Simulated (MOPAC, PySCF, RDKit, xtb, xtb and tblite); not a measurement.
Relaxed torsion scan: SMILES C=Cc1cccc([Si](C)(C)C)c1 (C11H16Si). Scanned: dihedral C1–C2–C3–C4; all other coordinates were relaxed at GFN2-xTB. Points at φ and −φ are mirror images.

Geometry of the scan point at 15° (Å):
```
28

C     -4.5692    -0.9219    -0.3006
C     -3.3078    -1.0009     0.1041
C     -2.1992    -0.1664    -0.3472
C     -2.3881     1.0258    -1.0467
C     -1.3007     1.7743    -1.4522
C     -0.0133     1.3512    -1.1688
C      0.2139     0.1717    -0.4663
Si     1.9642    -0.4428    -0.0534
C      2.1107    -0.6631     1.8376
C      2.2455    -2.1206    -0.9207
C      3.2732     0.8084    -0.6481
C     -0.8939    -0.5644    -0.0640
H     -4.9015    -0.2018    -1.0289
H     -5.3244    -1.5874     0.0814
H     -3.0329    -1.7650     0.8218
H     -3.3869     1.3735    -1.2626
H     -1.4573     2.6980    -1.9918
H      0.8257     1.9484    -1.4932
H      3.0987    -1.0170     2.1166
H      1.9365     0.2728     2.3603
H      1.3886    -1.3833     2.2095
H      2.1751    -2.0248    -2.0002
H      3.2267    -2.5240    -0.6892
H      1.5078    -2.8543    -0.6104
H      4.2731     0.4682    -0.3970
H      3.1346     1.7811    -0.1862
H      3.2366     0.9430    -1.7248
H     -0.7408    -1.4846     0.4836
```

- GFN2-xTB (xtb and tblite)
- MMFF94 // GFN2-xTB (RDKit)
- UFF // GFN2-xTB (RDKit)
- PM3, restricted, heats of formation // GFN2-xTB (MOPAC)
- GFN1-xTB // GFN2-xTB (xtb)
- RKS-B3LYP/6-31G* = restricted B3LYP/6-31G*, spherical d, density fitting // GFN2-xTB (PySCF)

Least-squares fit of E(φ) = a0 + Σ (a_n cos nφ + b_n sin nφ), n = 1 to 4, to the 24 scan points, in kcal/mol above the lowest point of each profile (levels whose profile four harmonics don't fit are not listed):

```json
[
 {"method": "GFN2-xTB", "a0": "1.20", "a1": "0.01", "b1": "0.00", "a2": "-1.58", "b2": "0.00", "a3": "-0.02", "b3": "0.00", "a4": "0.38", "b4": "0.00", "rms of fit": "0.00"},
 {"method": "MMFF94", "a0": "0.36", "a1": "-0.03", "b1": "0.00", "a2": "-0.34", "b2": "0.00", "a3": "0.03", "b3": "0.00", "a4": "0.30", "b4": "0.00", "rms of fit": "0.03"},
 {"method": "UFF", "a0": "1.71", "a1": "0.06", "b1": "0.00", "a2": "-2.38", "b2": "0.00", "a3": "-0.01", "b3": "0.00", "a4": "0.87", "b4": "0.00", "rms of fit": "0.03"},
 {"method": "PM3", "a0": "0.41", "a1": "0.00", "b1": "0.00", "a2": "-0.55", "b2": "0.00", "a3": "0.03", "b3": "0.00", "a4": "0.16", "b4": "0.00", "rms of fit": "0.04"},
 {"method": "GFN1-xTB", "a0": "1.19", "a1": "0.03", "b1": "0.00", "a2": "-1.51", "b2": "0.00", "a3": "-0.03", "b3": "0.00", "a4": "0.32", "b4": "0.00", "rms of fit": "0.00"},
 {"method": "RKS-B3LYP/6-31G*", "a0": "1.88", "a1": "-0.04", "b1": "0.00", "a2": "-2.23", "b2": "0.00", "a3": "-0.03", "b3": "0.00", "a4": "0.42", "b4": "0.00", "rms of fit": "0.01"}
]
```

MMFF94 has few fitted parameters for silicon.
